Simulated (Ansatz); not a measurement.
Na20⁺ (started as a model of: Na20 tetrahedron), 20 atoms. Hardware: 2 threads of AMD EPYC 7R13 on a shared host and a share (18 GiB) of an NVIDIA H100 80GB HBM3.

Correlated methods freeze 20 core orbitals; core or outer-core shells of Na are correlated, in sets that lack core-valence functions. Single mean-field runs in def2-TZVP are fitted with def2-universal-jkfit.

(1) How many basis functions does each of these Ansatz runs have, and roughly what does it cost? RPA@PBE/def2-SVP, charge 1 doublet, energy, from earlier orbitals; PBE/def2-TZVP, charge 1 doublet, energy and forces, from earlier orbitals; r2SCAN/def2-TZVP, charge 1 doublet, energy, from earlier orbitals; MP2/def2-SVP, charge 1 doublet, energy, from earlier orbitals; PBE0/def2-SVP, charge 1 doublet, energy with a search over starts; LC-ωPBE/def2-TZVP, charge 1 doublet, energy, from earlier orbitals; PBE/def2-SVP, charge 1 doublet, energy, from earlier orbitals; HF/STO-3G, charge 1 doublet, energy; PBE0/def2-TZVP, charge 1 doublet, energy, from earlier orbitals; PBE/def2-SVP, charge 1 doublet, relaxation, 6 steps; PBE0/def2-SVP, charge 1 doublet, energy, from earlier orbitals.

## Answers

(1) Other jobs shared the machine, so times can vary by a factor of up to 3.

```json
{"run": "HF/STO-3G, charge 1 doublet, energy", "functions": "180", "fitting or Cholesky vectors": "1700", "wall time": "2.4 s", "peak host memory (GiB)": "0.81"}
{"run": "PBE/def2-SVP, charge 1 doublet, energy, from earlier orbitals", "functions": "300", "fitting or Cholesky vectors": "3500", "wall time": "7.5 s", "peak host memory (GiB)": "1.2"}
{"run": "RPA@PBE/def2-SVP, charge 1 doublet, energy, from earlier orbitals", "functions": "300", "fitting or Cholesky vectors": "2700", "wall time": "7.5 s", "peak host memory (GiB)": "1.8"}
{"run": "PBE/def2-TZVP, charge 1 doublet, energy and forces, from earlier orbitals", "functions": "640", "fitting or Cholesky vectors": "2240", "wall time": "9 s", "peak host memory (GiB)": "1.4"}
{"run": "PBE0/def2-TZVP, charge 1 doublet, energy, from earlier orbitals", "functions": "640", "fitting or Cholesky vectors": "2240", "wall time": "9.5 s", "peak host memory (GiB)": "1.4"}
{"run": "MP2/def2-SVP, charge 1 doublet, energy, from earlier orbitals", "functions": "300", "fitting or Cholesky vectors": "2700", "wall time": "9.5 s", "peak host memory (GiB)": "0.9"}
{"run": "PBE0/def2-SVP, charge 1 doublet, energy, from earlier orbitals", "functions": "300", "fitting or Cholesky vectors": "2700", "wall time": "9.5 s", "peak host memory (GiB)": "1.2"}
{"run": "PBE/def2-SVP, charge 1 doublet, relaxation, 6 steps", "functions": "300", "fitting or Cholesky vectors": "3500", "wall time": "27 s", "peak host memory (GiB)": "1.1"}
{"run": "r2SCAN/def2-TZVP, charge 1 doublet, energy, from earlier orbitals", "functions": "640", "fitting or Cholesky vectors": "2240", "wall time": "28 s", "peak host memory (GiB)": "1.8"}
{"run": "LC-ωPBE/def2-TZVP, charge 1 doublet, energy, from earlier orbitals", "functions": "640", "fitting or Cholesky vectors": "2240", "wall time": "28 s", "peak host memory (GiB)": "1.5"}
{"run": "PBE0/def2-SVP, charge 1 doublet, energy with a search over starts", "functions": "300", "fitting or Cholesky vectors": "2700", "wall time": "30 s", "peak host memory (GiB)": "1.2"}
```
